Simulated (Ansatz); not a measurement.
`O/C=C(\Cl)[SiH2]O` + `CN[SiH2]Cl` → `CN([SiH2]O)[SiH2]Cl` + `O/C=C\Cl`  (ligand exchange at the Si–C bond)

Program: Ansatz. Geometries: PBE0-D4/def2-TZVP. ΔE: electronic, gas phase. CCSD(T)/CBS adds triple-zeta CCSD(T) − MP2 to the extrapolated MP2 energy (def2 sets, frozen cores). Double bonds are as drawn, so ΔE can hold a change between cis and trans. DFT in def2-TZVPP. B3LYP here is the variant with VWN-RPA as its local correlation; programs differ in this. One conformer a species, not always the lowest.

`O/C=C(\Cl)[SiH2]O`:

Cartesian coordinates in Å:
```
O 1.751 -1.057 -1.831
C 0.876 -0.987 -0.829
C 0.162 0.083 -0.458
Cl 0.406 1.560 -1.367
Si -1.053 0.113 0.932
O -0.587 1.073 2.183
H 1.794 -0.187 -2.256
H 0.770 -1.926 -0.297
H -2.362 0.574 0.400
H -1.129 -1.268 1.465
H -0.629 2.022 2.060
```

`CN[SiH2]Cl`:

Z-matrix (Å, degrees):
```
C
N 1 1.450
H 1 1.096 2 113.1
H 1 1.093 2 110.8 3 -122.0
H 1 1.093 2 109.4 3 119.9
Si 2 1.697 1 123.8 3 -88.7
H 2 1.008 1 113.6 3 65.8
Cl 6 2.075 2 114.8 1 68.9
H 6 1.479 2 108.8 1 -48.4
H 6 1.479 2 108.1 1 -172.4
```

`CN([SiH2]O)[SiH2]Cl`:

Cartesian coordinates in Å:
```
C -0.362 0.896 1.463
N 0.095 0.037 0.371
Si -0.989 -1.195 -0.189
O -0.622 -1.572 -1.743
Si 1.513 0.426 -0.497
Cl 1.105 1.516 -2.220
H -1.266 1.451 1.194
H 0.410 1.620 1.730
H -0.579 0.310 2.362
H -0.848 -2.466 0.559
H -2.369 -0.661 -0.019
H -0.664 -0.871 -2.397
H 2.362 1.296 0.348
H 2.213 -0.787 -0.962
```

`O/C=C\Cl`:

Z-matrix (Å, degrees):
```
C
C 1 1.329
O 1 1.339 2 126.4
H 1 1.083 2 120.5 3 180.0
Cl 2 1.727 1 120.6 3 -0.0
H 2 1.078 1 123.5 3 -180.0
H 3 0.968 1 108.3 2 -0.0
```

(1) Is it downhill or uphill in electronic energy at CCSD(T)/CBS, and by how much? (An estimate is asked.)

(2) What do these levels give: PBE0-D4, PBE0, B3LYP, SCS-MP2/def2-TZVPP, CCSD(T)/def2-TZVPP, MP2/CBS(def2)? (An estimate is asked.)

Largest T1 diagnostic among the species: 0.013.

Answers

(1) Computed: Downhill: ΔE = -0.47 eV.

(2) The calculation gave: PBE0-D4 -0.42, PBE0 -0.38, B3LYP -0.39, SCS-MP2/def2-TZVPP -0.48, CCSD(T)/def2-TZVPP -0.48, MP2/CBS(def2) -0.47 eV.

The D4 term adds −0.08 eV with B3LYP and −0.04 eV with PBE0; it sums over pairs of atoms, weighted by their polarisabilities, and B3LYP, whose exchange is more repulsive, gets the larger term. From PBE to PBE0 (25 % exact exchange), in def2-TZVPP and without D4, ΔE moves by −0.04 eV.
